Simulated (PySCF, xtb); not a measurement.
N-methyl-N-silylpropan-2-amine (C₄H₁₃NSi), SMILES C(C)(N([SiH3])C)C.

GFN2-xTB (xtb) at its own geometry gives an orbital gap of 4.94 eV and a dipole moment of 1.15 D.

The structure is a stationary point at B3LYP-D3(BJ)/def2-SVP. Other conformers were not sampled.

What does PBE/def2-TZVP (PySCF) give? (Estimate from the structure and the level; the computed values follow.)

gap 4.74 eV (levels -5.00 and -0.26 eV), dipole 1.10 D.
